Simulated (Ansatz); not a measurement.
Cl2GeH4OSi, SMILES `O[SiH](Cl)[GeH2][Cl]`. Charge 0, multiplicity 1. Geometry: relaxed with PBE0-D4/def2-TZVP. It is one conformer, not always the lowest.

```xyz
9

O    -1.293   -0.646   -1.289
Si   -0.076   -0.924   -0.234
Cl    1.661   -1.429   -1.208
Ge    0.267    1.122    0.939
Cl    1.007    2.551   -0.501
H    -1.511   -1.320   -1.936
H    -0.376   -2.064    0.669
H     1.342    0.996    2.029
H    -1.021    1.714    1.531
```

(1) What is the dipole moment at r2SCAN/def2-TZVPP? (An estimate is asked.)

(2) And with PBE, B3LYP, ωB97M-V? (An estimate is asked.)

(3) Give the Mulliken charges with r2SCAN, PBE, ωB97M-V in def2-TZVPP. (Best estimate.)

Answers

(1) Computed: 2.88 D, with components (-1.63, -2.24, 0.77) D in this frame, pointing from negative to positive charge.

(2) Computed: PBE 2.74 D, B3LYP 2.90 D, ωB97M-V 2.93 D.

(3) Computed: 
```csv
atom,r2SCAN,PBE,ωB97M-V
O1,-0.39,-0.33,-0.36
Si2,0.54,0.43,0.47
Cl3,-0.24,-0.21,-0.20
Ge4,0.29,0.26,0.15
Cl5,-0.32,-0.29,-0.28
H6,0.21,0.19,0.18
H7,-0.09,-0.08,-0.04
H8,0.00,0.01,0.04
H9,0.00,0.01,0.04
```

B3LYP here is the variant with VWN-RPA as its local correlation; programs differ in this.
